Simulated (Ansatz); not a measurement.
Ansatz (a first-principles code) input for C10H7N3, SMILES C1=CC2=NC=CC3=CC=NC(=C1)N32, PBE/def2-SVPD. Coordinates come from a PBE-D3(BJ)/def2-SVP optimisation.

Ansatz 0.2 input:
```yaml
crystal:
  periodic: [false, false, false]
  atoms:
    - {symbol: C, position_ang: [0.00000000, -0.00000046, 2.78107770]}
    - {symbol: C, position_ang: [0.00000000, 1.21069842, 2.08891306]}
    - {symbol: C, position_ang: [0.00000000, 1.24232043, 0.67675651]}
    - {symbol: N, position_ang: [0.00000000, 2.42704539, 0.02537978]}
    - {symbol: C, position_ang: [0.00000000, 2.41673874, -1.30881598]}
    - {symbol: C, position_ang: [0.00000000, 1.25416114, -2.07886915]}
    - {symbol: C, position_ang: [0.00000000, 0.00000024, -1.42472102]}
    - {symbol: C, position_ang: [0.00000000, -1.25416046, -2.07886957]}
    - {symbol: C, position_ang: [0.00000000, -2.41673830, -1.30881678]}
    - {symbol: N, position_ang: [0.00000000, -2.42704539, 0.02537897]}
    - {symbol: C, position_ang: [0.00000000, -1.24232067, 0.67675609]}
    - {symbol: C, position_ang: [0.00000000, -1.21069912, 2.08891265]}
    - {symbol: N, position_ang: [0.00000000, 0.00000000, -0.01827275]}
    - {symbol: H, position_ang: [0.00000000, -0.00000064, 3.88160395]}
    - {symbol: H, position_ang: [0.00000000, 2.18686201, 2.58822264]}
    - {symbol: H, position_ang: [0.00000000, 3.40503554, -1.80382348]}
    - {symbol: H, position_ang: [0.00000000, 1.27781903, -3.17587153]}
    - {symbol: H, position_ang: [0.00000000, -1.27781799, -3.17587196]}
    - {symbol: H, position_ang: [0.00000000, -3.40503494, -1.80382461]}
    - {symbol: H, position_ang: [0.00000000, -2.18686287, 2.58822191]}
basis:
  gaussian:
    orbitals: def2-SVPD
hamiltonian:
  xc: {name: PBE}
```

Output:

```
WARN ansatz: RAYON_NUM_THREADS=2 ignored (pool sized by the plan → 2); use --threads N
Functional definition: PBE
integrals: 0.49 GiB planned
2663 factors; their error is unknown
mean field: 2.98 GiB planned
mean field evaluation 1: about -14908.9534 eV, gradient 8.2e1 eV
mean field evaluation 2: about -14876.4356 eV, gradient 1.4e2 eV
mean field evaluation 4: about -14925.3757 eV, gradient 1.2e1 eV
mean field evaluation 8: about -14925.7427 eV, gradient 2.8e-1 eV
mean field evaluation 16: about -14925.5436 eV, gradient 1.6e-2 eV
mean field -14925.54360594 eV, -548.5036106216 hartree, gradient 3.9e-5 eV, S^2 0.000000; 0 other end points of the search recorded, 0 dependent functions left out
reference -14925.54366284 eV, -548.5036127125 hartree; 44, 44 occupied and 272, 272 virtual orbitals, 2663 factors
Total energy: -14925.54366284 eV, -548.5036127125 hartree
```

The run converged.

Cost: very roughly 24 core-seconds.
